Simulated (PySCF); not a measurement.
SrHg: frontier orbitals

LC-ωPBE at R = 4.019 Å; basis Sr def2-SVPD with ECP28, Hg def2-SVPD with ECP60; scalar-relativistic core potentials; PySCF 2.14. State: ¹Σ⁺ (singlet), closed shell. Only the outer orbitals are listed, counted within each symmetry, core potentials removing the inner ones.

```csv
orbital,occ.,ε (eV),on Sr (%),main shells (%)
5σ,2,-14.58,0,100 Hg d
3π,2,-14.57,0,100 Hg d
3π,2,-14.57,0,100 Hg d
1δ,2,-14.56,0,100 Hg d
1δ,2,-14.56,0,100 Hg d
6σ,2,-10.10,3,96 Hg s
7σ,2,-5.43,95,94 Sr s
4π,0,0.11,93,91 Sr p
4π,0,0.11,93,91 Sr p
8σ,0,0.29,76,"75 Sr p, 25 Hg p"
```

Which are the highest filled and the lowest empty level, where do they sit, and how wide is the gap?

Highest filled 7σ at -5.43 eV (in %: 94 Sr s); lowest empty 4π at 0.11 eV (in %: 91 Sr p); the gap at LC-ωPBE is 5.54 eV. An empty level above zero is unbound, and its energy depends on the basis.

```json
{"bond order (Mayer)": "0.14", "⟨S²⟩": "0.000", "charge on Sr (Mulliken, basis-dependent)": "0.03", "charge on Sr (Löwdin, basis-dependent)": "-0.15", "dipole moment (positive dipole means Sr(−)Hg(+))": "0.55 D"}
```

Closed-shell solutions of metal pairs were not tested for spin polarisation, which can lower them a little. Spin–orbit coupling is left out.
